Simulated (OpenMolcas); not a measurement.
**Ag⁷⁺: effect of the active space**

* Program: OpenMolcas 26.06
* Method: CASSCF or its RAS form
* Basis: ANO-RCC-VTZP
* Scalar Hamiltonian: DKH2, point nucleus
* Spin-orbit coupling: state interaction with AMFI integrals over the reference wave functions, term energies averaged over their components

A. 4 electrons in 5 orbitals (4d); 2S+1 = 5 even, 5 roots; 2S+1 = 3 even, 45 roots; 2S+1 = 1 even, 50 roots; cost of the order of 21 core-seconds
B. 10 electrons in 8 orbitals (RAS1 4p, at most 2 holes; RAS2 4d); 2S+1 = 5 even, 5 roots; 2S+1 = 3 even, 45 roots; 2S+1 = 1 even, 49 roots; cost of the order of 50 core-seconds
C. 4 electrons in 10 orbitals (4d 5d); 2S+1 = 5 even, 5 roots; 2S+1 = 3 even, 45 roots; 2S+1 = 1 even, 49 roots; cost about 50 core-seconds

Energies in cm⁻¹ above 4d⁴ ⁵D₀, the measured ground level; measured values from Atoms 5, 11 (2017), spectra Ag VII to Ag IX.

```csv
Level,A,B,C,Measured
4d⁴ ⁵D₀,0.0,0.0,0.0,0.0
4d⁴ ⁵D₁,1147,1289,1152,1340
4d⁴ ⁵D₂,2896,3157,2910,3212
4d⁴ ⁵D₃,4931,5253,4955,5292
4d⁴ ⁵D₄,7109,7438,7151,7443
4d⁴ ³P₀(1),25034,22132,24692,21309
4d⁴ ³H₄ [63 %],26203,27280,25881,23302
4d⁴ ³H₅,28758,30427,28493,26250
4d⁴ ³P₁(1),29981,27285,29655,26526
4d⁴ ³H₆,30549,32444,30321,28185
4d⁴ ³F₂(1),31783,30539,31444,
4d⁴ ³F₄(1) [57 %],32811,32743,32533,
4d⁴ ³P₂(1),36098,33606,35794,32134
4d⁴ ³G₄ [61 %],36913,37071,36595,32698
4d⁴ ³G₅,38717,39563,38476,35077
4d⁴ ¹I₆,43243,45852,42914,39744
4d⁴ ³D₃,43419,42325,43090,36879
4d⁴ ³D₂,44251,42736,43884,38402
4d⁴ ³D₁,45452,44324,45091,39191
4d⁴ ¹G₄(1) [73 %],47822,47263,47467,43104
4d⁴ ¹D₂(1),54908,52525,54457,
4d⁴ ¹F₃,60123,58885,59650,52004
4d⁴ ³P₂(2),68607,65143,67989,
4d⁴ ³F₄(2),69807,67053,69155,
```

Deviations, from unrounded energies. A percentage is the sum of absolute deviations over the sum of measured energies, with the sign that they share, or ± where signs differ.

```csv
Against measurement,Levels,A,B,C
mean absolute deviation (cm-1),18,3500,3100,3200
fine structure of the ground term (%),4,-7.0,-0.9,-6.5
other terms of the ground configuration (%),14,+13.0,+11.9,+12.0
```

B, C lie about equally close to measurement and A furthest from it. The largest miss of B in the table is 4d⁴ ¹F₃, by +6900 cm-1. The ranking rests on the paired levels alone, and a cruder setting can come out closer through cancelling errors.

The spin-orbit steps hold different terms of 4d⁴ (B lacks a ¹S; C lacks a ¹S), which shifts levels as well.

Among A to C the level of the table that moves most is 4d⁴ ³P₂(2), by 3500 cm-1 (lowest in B, highest in A).

Without dynamic correlation excited terms often stand tens of per cent too high (terms of higher spin than the ground term too low), and those without a measured partner can miss by more than the paired ones. Some levels mix across a computed gap that differs much from the measured one, so their mixing is not that of the real levels (holds for A; B). Active for correlation alone: 4p; no level in the range computed is led by a configuration that opens it, so any true level of that kind is missing (holds for B). Active for correlation alone: 5d; no level in the range computed is led by a configuration that fills it, so any true level of that kind is missing (holds for C). Measured partners are found by configuration, term and J. A level has none where our copy of the source lacks it or the pairing is in doubt (some pairs that miss far off the trend of their configuration count as doubtful), and it then counts in no deviation. Levels of configurations outside the active space are missing. The table leaves out levels that lie high or whose names do not pair safely across all columns.

A share in square brackets marks a mixed level and gives the weight of the term that names it, the lowest over the columns. A number in round brackets counts repeated terms of one configuration in the order of the reference energies.
